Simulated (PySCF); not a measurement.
C3H10FNSi (SMILES CN(C)[SiH](C)F), singlet, geometry from GFN2-xTB; B3LYP/def2-SVP, polarisability in PySCF.

The PySCF input:
```python
from pyscf import gto, scf, dft
from pyscf.prop import polarizability

mol = gto.Mole()
mol.atom = '''
    Si    0.730668    0.397802    0.004103
    C     1.911371   -0.969646    0.553243
    F     0.913474    0.656604   -1.581999
    N    -0.892903   -0.131460    0.157233
    C    -1.957314    0.517892   -0.572681
    C    -1.376754   -0.811240    1.334795
    H     1.077388    1.702330    0.573653
    H     1.597660   -1.945056    0.193135
    H     2.905139   -0.777884    0.161849
    H     1.994525   -1.022170    1.633737
    H    -2.713300   -0.220235   -0.852780
    H    -2.442904    1.296544    0.027074
    H    -1.557554    0.970170   -1.474935
    H    -0.557611   -1.322499    1.831550
    H    -1.835678   -0.112507    2.044678
    H    -2.131786   -1.549175    1.049818
'''
mol.basis = 'def2-svp'
mol.charge = 0
mol.spin = 0
mol.verbose = 4
mol.build()

mf = dft.RKS(mol)
mf.xc = 'b3lyp'
mf.kernel()
alpha = mf.Polarizability().polarizability()[2, 2]
print('alpha_zz =', alpha)
```

Output, abridged:

```
site-packages/pyscf/prop/efg/rhf.py:45: UserWarning: Module EFG is under testing
  warnings.warn('Module EFG is under testing')
site-packages/pyscf/prop/efg/dhf.py:30: UserWarning: Module EFG is under testing
  warnings.warn('Module EFG is under testing')
site-packages/pyscf/prop/zfs/uhf.py:40: UserWarning: Module ZFS is under testing
  warnings.warn('Module ZFS is under testing')
site-packages/pyscf/prop/gtensor/uhf.py:43: UserWarning: Module g-tensor is under testing
  warnings.warn('Module g-tensor is under testing')
site-packages/pyscf/prop/gtensor/uks.py:41: UserWarning: Module g-tensor is under testing
  warnings.warn('Module g-tensor is under testing')
site-packages/pyscf/prop/hfc/uks.py:35: UserWarning: Module HFC is under testing
  warnings.warn('Module HFC is under testing')
site-packages/pyscf/prop/magnetizability/rhf.py:39: UserWarning: Module magnetizability is under testing
  warnings.warn('Module magnetizability is under testing')
site-packages/pyscf/prop/magnetizability/uhf.py:37: UserWarning: Module magnetizability is under testing
  warnings.warn('Module magnetizability is under testing')
site-packages/pyscf/prop/magnetizability/rks.py:37: UserWarning: Module magnetizability is under testing
  warnings.warn('Module magnetizability is under testing')
site-packages/pyscf/prop/magnetizability/uks.py:39: UserWarning: Module magnetizability is under testing
  warnings.warn('Module magnetizability is under testing')
site-packages/pyscf/prop/polarizability/uhf.py:34: UserWarning: Module polarizability is under testing
  warnings.warn('Module polarizability is under testing')
site-packages/pyscf/prop/polarizability/rks.py:29: UserWarning: Module polarizability is under testing
  warnings.warn('Module polarizability is under testing')
site-packages/pyscf/prop/polarizability/uks.py:29: UserWarning: Module polarizability is under testing
  warnings.warn('Module polarizability is under testing')
PySCF version 2.14.0

[INPUT] verbose = 4
[INPUT] num. atoms = 16
[INPUT] num. electrons = 58
[INPUT] charge = 0
[INPUT] spin (= nelec alpha-beta = 2S) = 0
[INPUT] symmetry False subgroup None
[INPUT] Mole.unit = angstrom
[INPUT] Symbol           X                Y                Z      unit          X                Y                Z       unit  Magmom
[INPUT]  1 Si     0.730668000000   0.397802000000   0.004103000000 AA    1.380762407984   0.751736831804   0.007753546289 Bohr   0.0
[INPUT]  2 C      1.911371000000  -0.969646000000   0.553243000000 AA    3.611967712436  -1.832365377780   1.045477750333 Bohr   0.0
[INPUT]  3 F      0.913474000000   0.656604000000  -1.581999000000 AA    1.726215681911   1.240801732294  -2.989544839336 Bohr   0.0
[INPUT]  4 N     -0.892903000000  -0.131460000000   0.157233000000 AA   -1.687342125803  -0.248423396335   0.297127307744 Bohr   0.0
[INPUT]  5 C     -1.957314000000   0.517892000000  -0.572681000000 AA   -3.698787399777   0.978674042103  -1.082210246742 Bohr   0.0
[INPUT]  6 C     -1.376754000000  -0.811240000000   1.334795000000 AA   -2.601688000899  -1.533021421292   2.522396982439 Bohr   0.0
[INPUT]  7 H      1.077388000000   1.702330000000   0.573653000000 AA    2.035968249893   3.216937473631   1.084047060535 Bohr   0.0
[INPUT]  8 H      1.597660000000  -1.945056000000   0.193135000000 AA    3.019139840173  -3.675623136942   0.364972255068 Bohr   0.0
[INPUT]  9 H      2.905139000000  -0.777884000000   0.161849000000 AA    5.489917063793  -1.469987716681   0.305850283535 Bohr   0.0
[INPUT] 10 H      1.994525000000  -1.022170000000   1.633737000000 AA    3.769105998598  -1.931621352747   3.087315489569 Bohr   0.0
[INPUT] 11 H     -2.713300000000  -0.220235000000  -0.852780000000 AA   -5.127393893782  -0.416183833044  -1.611520644507 Bohr   0.0
[INPUT] 12 H     -2.442904000000   1.296544000000   0.027074000000 AA   -4.616419508604   2.450113068448   0.051162445096 Bohr   0.0
[INPUT] 13 H     -1.557554000000   0.970170000000  -1.474935000000 AA   -2.943350484221   1.833355594269  -2.787223201535 Bohr   0.0
[INPUT] 14 H     -0.557611000000  -1.322499000000   1.831550000000 AA   -1.053732074045  -2.499160910011   3.461127883447 Bohr   0.0
[INPUT] 15 H     -1.835678000000  -0.112507000000   2.044678000000 AA   -3.468928672889  -0.212607417096   3.863881432923 Bohr   0.0
[INPUT] 16 H     -2.131786000000  -1.549175000000   1.049818000000 AA   -4.028491696182  -2.927516469023   1.983868500639 Bohr   0.0

nuclear repulsion = 332.534973051038
number of shells = 68
number of NR pGTOs = 226
number of NR cGTOs = 138
basis = def2-svp
ecp = {}

******** <class 'pyscf.dft.rks.RKS'> ********
method = RKS
initial guess = minao
damping factor = 0
level_shift factor = 0
DIIS = <class 'pyscf.scf.diis.CDIIS'>
diis_start_cycle = 1
diis_space = 8
diis_damp = 0
SCF conv_tol = 1e-09
SCF conv_tol_grad = None
SCF max_cycles = 50
direct_scf = True
direct_scf_tol = 1e-13
XC library pyscf.dft.libxc version 7.1.2
    S. Lehtola, C. Steigemann, M. J. T. Oliveira, and M. A. L. Marques,  SoftwareX 7, 1–5 (2018)
XC functionals = b3lyp
    P. J. Stephens, F. J. Devlin, C. F. Chabalowski, and M. J. Frisch,  J. Phys. Chem. 98, 11623 (1994)
radial grids:
    Treutler-Ahlrichs [JCP 102, 346 (1995); DOI:10.1063/1.469408] (M4) radial grids

becke partition: Becke, JCP 88, 2547 (1988); DOI:10.1063/1.454033
pruning grids: <function nwchem_prune>
grids dens level: 3
symmetrized grids: False
atomic radii adjust function: <function treutler_atomic_radii_adjust>
small_rho_cutoff = 0
Set gradient conv threshold to 3.16228e-05
Initial guess from minao.
tot grids = 187784
init E= -564.511314848406
  HOMO = -0.273873017748187  LUMO = -0.00758461343793648  gap/eV = 7.24608
cycle= 1 E= -564.131050183561  delta_E= 0.38  |g|= 0.697  |ddm|= 3.82
  HOMO = -0.162349774733522  LUMO = 0.0563422965253579  gap/eV = 5.95091
cycle= 2 E= -564.033318629721  delta_E= 0.0977  |g|= 1.03  |ddm|= 1.67
  HOMO = -0.224528441350725  LUMO = 0.0450316251777387  gap/eV = 7.33510
cycle= 3 E= -564.228918879135  delta_E= -0.196  |g|= 0.0862  |ddm|= 1.03
  HOMO = -0.226659774450588  LUMO = 0.0418388076309864  gap/eV = 7.30622
cycle= 4 E= -564.230285867185  delta_E= -0.00137  |g|= 0.0329  |ddm|= 0.0975
  HOMO = -0.226261254561265  LUMO = 0.0427056023706465  gap/eV = 7.31896
cycle= 5 E= -564.230544202481  delta_E= -0.000258  |g|= 0.0046  |ddm|= 0.0336
  HOMO = -0.226723165577682  LUMO = 0.0426418756824929  gap/eV = 7.32980
cycle= 6 E= -564.230548891369  delta_E= -4.69e-06  |g|= 0.00205  |ddm|= 0.00647
  HOMO = -0.22649414066093  LUMO = 0.0426633410178727  gap/eV = 7.32415
cycle= 7 E= -564.230549721749  delta_E= -8.3e-07  |g|= 0.000361  |ddm|= 0.00188
  HOMO = -0.22654236552629  LUMO = 0.042655991706579  gap/eV = 7.32526
cycle= 8 E= -564.23054974714  delta_E= -2.54e-08  |g|= 0.000125  |ddm|= 0.000472
  HOMO = -0.226525563636882  LUMO = 0.0426593777762116  gap/eV = 7.32490
cycle= 9 E= -564.23054975096  delta_E= -3.82e-09  |g|= 2.86e-05  |ddm|= 0.000151
  HOMO = -0.226527239221898  LUMO = 0.0426595974788997  gap/eV = 7.32495
cycle= 10 E= -564.230549751171  delta_E= -2.1e-10  |g|= 3.98e-06  |ddm|= 3.08e-05
  HOMO = -0.226527743733983  LUMO = 0.042658934194697  gap/eV = 7.32494
Extra cycle  E= -564.230549751174  delta_E= -3.3e-12  |g|= 4.56e-06  |ddm|= 9.81e-06
converged SCF energy = -564.230549751174
Isotropic polarizability 60.8066000639
Polarizability anisotropy 12.690061944
alpha_zz = 55.1855309949238
```
